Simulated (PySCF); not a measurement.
A structure optimised at B3LYP-D3(BJ)/def2-SVP, used in a PySCF frequency run:

```
C
C 1 1.3477
H 2 1.0934 1 121.38
H 2 1.0949 3 117.16 1 180.00
C 1 1.4248 2 122.92 3 180.00
C 5 1.2158 2 155.83 3 180.00
H 6 1.0734 2 162.95 3 180.00
Ge 1 1.9707 2 120.93 3 0.00
H 8 1.5409 1 109.63 2 120.16
H 8 1.5409 9 109.06 1 -120.03
H 8 1.5420 9 110.26 10 -121.20
```
Charge 0, spin multiplicity 1.

Task: Write its SMILES, formula and point group.

Result: C#C[C](=C)[GeH3], C4H6Ge, Cs

Task: What are its rotational constants (standard atomic weights)?

Result: 5.4990, 1.9902, 1.4887 GHz
